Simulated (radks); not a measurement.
Task: These are the eigenvalues of the occupied orbitals of an atom or ion with whole-number occupations (eV). All-electron calculation, scalar-relativistic Kohn-Sham, BLYP, spin-polarised, spherical densities, finite nucleus; Fermi nuclear charge, rms radius of each element as measured or else 0.836 A^(1/3) + 0.57 fm. Program: a radial shooting solver on a logarithmic mesh with Libxc functionals.

| orbital | eigenvalue |
|---|---|
| 1s up | -27828.10 |
| 1s down | -27828.10 |
| 2s up | -4227.327 |
| 2s down | -4226.797 |
| 2p up | -3801.988 |
| 2p down | -3801.581 |
| 3s up | -858.7218 |
| 3s down | -858.4587 |
| 3p up | -719.4798 |
| 3p down | -719.1798 |
| 3d up | -503.3024 |
| 3d down | -502.8361 |
| 4s up | -188.2689 |
| 4s down | -186.3746 |
| 4p up | -146.0851 |
| 4p down | -144.1702 |
| 4d up | -84.1550 |
| 4d down | -82.3265 |

Which element is it, and in what charge state? The configuration may be excited. Open shells, if any, are filled with parallel spins first.

Result: Z = 49, indium, charge +5: In5+ in [Kr] 4d8. The list shows which subshells hold electrons but not how many an open one holds; the 1s level, -1022.7 hartree, gives Z - s = 45.2 by -(Z - s)^2/2, which with screening and relativity narrows Z to a few neighbours, and the depths of the outer levels then fix element, charge and occupations together.
